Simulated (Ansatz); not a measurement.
Basis sets compared for the cluster In9P8⁺. The state is a singlet with charge 1. Geometry PBE-D4/def2-SVP. Ansatz on 2 threads of AMD EPYC 7R13 on a shared host and a share (18 GiB) of an NVIDIA H100 80GB HBM3; times are rough, and most runs start from earlier orbitals.

```xyz
17

In   -0.7345    1.1996    3.8934
In   -1.7766    3.0970    0.5213
In    3.3275   -1.8423    1.5188
In   -1.8090   -4.6393    0.5737
In    1.4206    2.0984   -3.3966
In   -1.9686    0.0871    1.0609
In   -0.3809   -1.4584   -3.0500
In   -2.9732    0.0834   -2.2818
In    1.5010    3.5713   -0.5231
P     1.6651    0.6539    1.3726
P     1.4475    0.4979   -0.8532
P    -2.0140   -2.0867   -0.5740
P     0.0537   -2.3519    0.2513
P     0.4476   -1.1163    2.0832
P     1.6687   -1.6978   -1.1012
P     0.6715    2.5565    1.8777
P    -0.5463    1.3474   -1.3732
```

In the def2 sets In takes a core potential; there is no spin–orbit coupling. Single mean-field runs in def2-TZVP are fitted with def2-universal-jkfit. The structure comes from a short search, and lower isomers may exist.

```
           level  functions  energy (Eh)  HOMO (eV)  LUMO (eV)  wall time
 PBE-D4/def2-SVP        378   -4440.4477      -7.32      -5.85      5.5 s
PBE0-D4/def2-SVP        378   -4440.6038      -8.00      -5.34      9.5 s
```

Task: Estimate the rows for PBE-D4/def2-TZVP (with forces), PBE0-D4/def2-TZVP.

Result: 
| level | functions | energy (Eh) | HOMO (eV) | LUMO (eV) | wall time |
| --- | --- | --- | --- | --- | --- |
| PBE-D4/def2-TZVP (with forces) | 746 | -4441.4342 | -7.28 | -5.84 | 9 s |
| PBE0-D4/def2-TZVP | 746 | -4441.5734 | -7.96 | -5.33 | 13 s |
